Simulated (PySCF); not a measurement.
Geometry:
```tsv
atom	x (Å)	y (Å)	z (Å)
Si1	-0.631	-0.071	-0.484
N2	-0.697	0.047	1.199
C3	-0.791	0.122	2.393
O4	-0.876	0.195	3.550
N5	0.981	-0.053	-0.987
C6	2.093	-0.019	-1.436
O7	3.174	0.012	-1.861
Cl8	-1.609	1.508	-1.319
Cl9	-1.512	-1.809	-1.080
```

Computed data (PySCF 2.14): B3LYP/pcSseg-1 with gauge-including orbitals, geometry: PBE0-D3(BJ)/def2-SVP. No solvent, one averaged value for each set of equivalent atoms, one conformer, no relativistic terms.

References, each an isolated molecule treated in the same way: ¹³C and ²⁹Si against TMS; ¹⁵N vs NH3; ¹⁷O against H2O; ³⁵Cl vs HCl.

```tsv
atoms	nucleus	count	δ (ppm)
O4/O7	¹⁷O	2	?
C3/C6	¹³C	2	121.8
N2/N5	¹⁵N	2	58.3
Si1	²⁹Si	1	-76.8
Cl8/Cl9	³⁵Cl	2	?
```

Question: Complete the table.

Answer: 
- O4/O7: 154.5 ppm, oxygen bonded to C
- Cl8/Cl9: 133 ppm, chlorine bonded to Si

Shifts are as computed. Against solution values, carbons near 30 ppm lie about +2 ppm off and those near 130 ppm about +6 ppm. Of 1211 compounds with measured shifts, 218 miss one by over three times the rms of a fit or turn the order of signals round; such compounds aren't used in these exercises. Experimental scales use liquid or dissolved standards, which lie at an offset from isolated NH3 (liquid NH3: subtract about 20 ppm) and H2O (liquid H2O: subtract about 36 ppm).
